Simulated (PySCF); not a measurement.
germyloxygermane (Ge2H6O), SMILES [GeH3][O][GeH3].

The structure is a stationary point at r2SCAN-D4/def2-SVP.

Two levels are set side by side: PBE/def2-TZVP (PySCF) and CAM-B3LYP/def2-TZVP (PySCF). Same geometry, gas phase. Differences are taken from unrounded values.

```csv
quantity,PBE
orbital gap (eV),5.56
highest occupied level (eV),-6.70
lowest empty level (eV),-1.14
dipole moment (D),0.78
mean polarisability (bohr³),65.9
```

Question: These are the PBE values. What does CAM-B3LYP give? (The exact figures need the calculation; the answer reports its results.)

Answer: 
```csv
quantity,CAM-B3LYP,PBE minus CAM-B3LYP
orbital gap (eV),10.33,-4.77
highest occupied level (eV),-9.58,2.89
lowest empty level (eV),0.75,-1.89
dipole moment (D),0.94,-0.16
mean polarisability (bohr³),62.6,3.3
```

PBE's occupied levels lie high since its potential decays too fast outside the molecule; exact exchange lowers them and widens the gap. Loosely held outer electrons make PBE densities more polarisable. Differences between two approximate levels are no errors against the true value.

Rough cost on one machine, each run with all the roots and properties that it gave: CAM-B3LYP against PBE within a factor of 2.
